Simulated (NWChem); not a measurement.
Species: HTeI; SMILES I[TeH]

All runs: NWChem. Medium grid unless said otherwise, to which SCAN and Minnesota functionals are sensitive. All runs use the structure optimised with PBE-D3(BJ)/def2-SVP. def2 effective core potentials on Te, I; no spin-orbit coupling.

### Question
Order these by “highest occupied level (eV)”, lowest first: revPBE/def2-TZVP; r2SCAN0/def2-TZVP; B3PW91/def2-TZVP; r2SCAN/def2-TZVP; BHandHLYP/def2-TZVP.

### Answer
BHandHLYP/def2-TZVP (-7.37), r2SCAN0/def2-TZVP (-6.64), B3PW91/def2-TZVP (-6.32), r2SCAN/def2-TZVP (-5.68), revPBE/def2-TZVP (-5.39)
